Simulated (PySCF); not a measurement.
C2H9FSi3, SMILES C[Si]1(F)[SiH2]C[SiH2]1.

Coordinates come from a ωB97X-D3(BJ)/def2-SVP optimisation. This is a generated structure with no PubChem entry under its InChIKey; it may be hypothetical.

Level of theory: HF/def2-TZVP in PySCF.

The molecule is in vacuum.

Task: Estimate the frontier levels, gap, dipole moment and polarisability. (An estimate is asked for; the answer gives what the named calculation found.)

Result: 
The highest occupied level is -9.40 eV and the lowest empty level is 2.40 eV. The orbital gap comes out as 11.80 eV and the dipole moment comes out as 1.33 D. The quadrupole, principal values (traceless, Buckingham form, about the centre of nuclear charge) is -6.91, -0.42, 7.33 D·Å and the mean static polarisability is 97.2 bohr³ (14.41 Å³). The polarisability, principal values is 81.3, 104.3, 106.1 bohr³.
